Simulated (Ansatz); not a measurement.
Geometry optimisation, Ansatz 0.2.0, RHF/def2-SVP.

input.yaml

```yaml
crystal:
  periodic: [false, false, false]
  atoms:
    - { symbol: W, position_ang: [-0.057102, -0.079869, -0.168702] }
    - { symbol: H, position_ang: [-0.463536, 1.035922, 1.067718] }
    - { symbol: H, position_ang: [0.644963, 0.345882, -1.634597] }
    - { symbol: H, position_ang: [0.940018, 1.274423, -0.140877] }
    - { symbol: H, position_ang: [-1.70071, 0.058962, 0.107993] }
    - { symbol: O, position_ang: [0.562318, -1.724948, 0.358133] }
    - { symbol: H, position_ang: [1.201396, -2.079057, 0.964285] }
    - { symbol: H, position_ang: [-1.032529, -0.33195, -1.498792] }
    - { symbol: F, position_ang: [1.496613, 0.268535, 2.440562] }
    - { symbol: H, position_ang: [0.948168, 0.9831, 2.283478] }
basis:
  gaussian: { orbitals: def2-SVP }
hamiltonian:
  xc: hf
relax:
  f_tol: 0.03
  max_steps: 50
output:
  orbitals: {}
```

Run as:

```bash
$ ansatz run input.yaml --threads 1 --pin off --max-ram 2048MiB --backend cpu --events-out ev --progress --plain --runs-dir out
```

Where does it end, and by what steps?

The forces met the threshold. The force dipped under the threshold on the way, but the program's further checks kept it going. After 11 steps the energy has fallen by 0.056 eV; H10 moved furthest, 0.41 Å.

```csv
step,energy less start (eV),largest force component (eV/Å),accepted
0,0.0000,0.332,yes
1,-0.0334,0.236,yes
2,0.0378,2.795,no
3,-0.0351,0.997,yes
4,-0.0473,0.208,yes
5,-0.0509,0.070,yes
6,-0.0526,0.071,yes
7,-0.0531,0.204,yes
8,-0.0497,0.396,no
9,-0.0552,0.025,yes
10,-0.0556,0.077,yes
11,-0.0557,0.022,yes
```

```xyz
10
Properties=species:S:1:pos:R:3
W -0.117 -0.080 -0.258
H -0.601 1.041 0.912
H 0.586 0.378 -1.714
H 0.890 1.273 -0.164
H -1.777 -0.014 0.006
O 0.612 -1.641 0.378
H 1.134 -1.836 1.146
H -1.054 -0.377 -1.614
F 1.580 0.077 2.577
H 1.288 0.931 2.511
```

Whether the end is a true minimum wasn't checked by a vibrational analysis.

Run time: 25 s on 1 thread of Arm Neoverse V1 (shared host), peak memory 0.17 GiB.
